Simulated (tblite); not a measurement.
Species: C5H8F3OP.
Structure used (GFN2-xTB), in Å, numbered top down from 1:
```xyz
18
C5H8F3OP angstrom
C      2.819   -0.749   -0.595
C      1.822   -0.486    0.233
P      0.259    0.091   -0.473
O      0.219    0.255   -1.923
C     -1.099   -0.894    0.279
C     -2.436   -0.473   -0.314
C      0.100    1.769    0.394
F      1.156    2.532    0.095
F     -0.995    2.432    0.015
F      0.054    1.674    1.733
H      2.682   -0.613   -1.657
H      3.782   -1.099   -0.260
H      1.893   -0.598    1.305
H     -1.083   -0.793    1.365
H     -0.879   -1.936    0.026
H     -2.715    0.525    0.017
H     -3.220   -1.167   -0.017
H     -2.369   -0.464   -1.400
```

Calculated harmonic vibrations of the isolated species, GFN2-xTB (tblite), most abundant isotopes, no scaling. Against measured fundamentals such values can be off by several per cent, at times by over 20. One conformer, not necessarily the lowest.

Harmonic wavenumbers (cm⁻¹): 30.1, 62.7, 69.8, 117.6, 120.9, 148.0, 192.3, 204.9, 230.3, 250.3, 288.4, 325.5, 407.0, 458.5, 473.6, 486.8, 559.7, 659.1, 707.4, 747.6, 757.1, 912.3, 966.5, 980.8, 1005.9, 1011.1, 1057.3, 1067.5, 1074.9, 1115.8, 1206.4, 1222.7, 1246.4, 1297.0, 1372.3, 1408.4, 1429.5, 1486.0, 1487.9, 1655.0, 2942.6, 2976.6, 3033.5, 3035.6, 3043.8, 3068.0, 3084.7, 3120.0.

A = 1263, B = 1145, C = 813.7 MHz; mass 172.026 u (most abundant isotopes); point group C1, symmetry number 1.

Problem. Zero-point energy?

Solution. Half the sum of the wavenumbers: 27303 cm⁻¹ = 78.06 kcal/mol.

Problem. Entropy at 500 K, 1 bar (ideal gas, RRHO, classical rotation)?

Solution. Translation 43.93, rotation 31.53, vibration 62.76: S = 138.2 cal/(mol K).

Problem. And Cp and H(500 K) − H(0)?

Solution. Cp = 60.88 cal/(mol K), of which vibrations give 52.93 (their classical limit is 48 R = 95.4); H(500 K) − H(0) = 19.07 kcal/mol without the zero-point energy, 15.10 from vibrations.

Problem. How do the functions run with temperature in this model?

Solution. 
```
 T (K)  S (cal/(mol K))  Cp (cal/(mol K))  H − H(0) (kcal/mol)  G − H(0) (kcal/mol)  ln q(vib)
    50             62.3              15.6                 0.56                -2.56       0.96
   100             75.6              23.3                 1.54                -6.02       2.76
298.15            111.1              44.4                 8.35               -24.78       9.92
373.15            121.8              51.2                11.94               -33.52      12.40
   750            165.6              73.7                36.04               -88.13      23.54
  1000            188.0              81.8                55.55              -132.41      29.88
```

q(vib) and H(0) count from the zero-point level.

Problem. Which modes carry the vibrational entropy at 500 K?

Solution. 30.1 cm⁻¹: 6.85; 62.7 cm⁻¹: 5.39; 69.8 cm⁻¹: 5.18; 117.6 cm⁻¹: 4.15; 120.9 cm⁻¹: 4.10; 148.0 cm⁻¹: 3.70 cal/(mol K); the other 42 give 33.39 together.

Hindered rotation and anharmonicity are outside this model. Other conformers, if any are populated, would add a mixing term that is left out. The structure is chiral; the term R ln 2 for an equal mix with its mirror image is left out.
